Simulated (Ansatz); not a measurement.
`[CH3][Al]([Cl])[BH]O` + `COCF` → `OBOCF` + `[CH3][Al]([CH3])[Cl]`  (formal exchange of groups at a B–Al bond)

Program: Ansatz. Geometries: PBE0-D4/def2-TZVP. ΔE: electronic, gas phase. CCSD(T)/CBS adds triple-zeta CCSD(T) − MP2 to the extrapolated MP2 energy (def2 sets, frozen cores). Functionals use def2-TZVPP. Each species was taken in one conformer, which may not be the lowest.

Question: Is it downhill or uphill in electronic energy at CCSD(T)/CBS, and by how much? (Estimate.)

Answer: The calculation gave: Downhill: ΔE = -61.4 kcal/mol.

Question: What do these levels give: PBE-D4, PBE0-D4, ωB97M-V, PBE, PBE0, HF/def2-TZVPP, CCSD(T)/def2-TZVPP, HF/def2-QZVPP, MP2/def2-QZVPP, SCS-MP2/def2-QZVPP, HF/CBS(def2), MP2/CBS(def2)? (Estimate.)

Answer: Ansatz gave: PBE-D4 -58.2, PBE0-D4 -59.9, ωB97M-V -62.3, PBE -58.1, PBE0 -59.8, HF/def2-TZVPP -61.9, CCSD(T)/def2-TZVPP -61.0, HF/def2-QZVPP -62.0, MP2/def2-QZVPP -64.2, SCS-MP2/def2-QZVPP -62.2, HF/CBS(def2) -62.0, MP2/CBS(def2) -64.3 kcal/mol.

Largest T1 diagnostic among the species: 0.013.

From PBE to PBE0 (25 % exact exchange), in def2-TZVPP and without D4, ΔE moves by −1.7 kcal/mol.
